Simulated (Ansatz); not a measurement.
AlH$_{7}$OSi$_{2}$, SMILES `[AlH2][O][SiH2][SiH3]`. The species carries charge 0 and has multiplicity 1. All single points use the PBE0-D4/def2-TZVP geometry. It is one conformer, not always the lowest.

```xyz
11

Al    1.779    1.777    0.951
O     1.019    0.340    0.516
Si    0.231   -1.048    0.199
Si   -1.733   -0.617   -1.007
H     1.473    2.374    2.381
H     2.749    2.444   -0.101
H     1.109   -1.962   -0.587
H    -0.113   -1.748    1.471
H    -1.421    0.040   -2.307
H    -2.461   -1.887   -1.280
H    -2.633    0.286   -0.236
```

Q: What is the dipole moment at r2SCAN/def2-TZVPP? (Estimate.)

A: Ansatz gave: 0.54 D, with components (0.38, 0.31, 0.23) D in this frame, pointing from negative to positive charge.

Q: And with PBE, B3LYP, ωB97M-V? (Estimate.)

A: The calculation gave: PBE 0.54 D, B3LYP 0.56 D, ωB97M-V 0.58 D.

Q: Give the Mulliken charges with r2SCAN, PBE, B3LYP in def2-TZVPP. (An estimate is asked.)

A: The calculation gave: 
```json
{"atom": "Al1", "r2SCAN": "0.54", "PBE": "0.37", "B3LYP": "0.47"}
{"atom": "O2", "r2SCAN": "-0.38", "PBE": "-0.24", "B3LYP": "-0.32"}
{"atom": "Si3", "r2SCAN": "0.37", "PBE": "0.28", "B3LYP": "0.34"}
{"atom": "Si4", "r2SCAN": "0.15", "PBE": "0.08", "B3LYP": "0.13"}
{"atom": "H5", "r2SCAN": "-0.15", "PBE": "-0.11", "B3LYP": "-0.14"}
{"atom": "H6", "r2SCAN": "-0.15", "PBE": "-0.11", "B3LYP": "-0.14"}
{"atom": "H7", "r2SCAN": "-0.09", "PBE": "-0.07", "B3LYP": "-0.08"}
{"atom": "H8", "r2SCAN": "-0.09", "PBE": "-0.07", "B3LYP": "-0.08"}
{"atom": "H9", "r2SCAN": "-0.07", "PBE": "-0.04", "B3LYP": "-0.06"}
{"atom": "H10", "r2SCAN": "-0.06", "PBE": "-0.04", "B3LYP": "-0.06"}
{"atom": "H11", "r2SCAN": "-0.07", "PBE": "-0.05", "B3LYP": "-0.06"}
```

B3LYP here is the variant with VWN-RPA as its local correlation; programs differ in this.
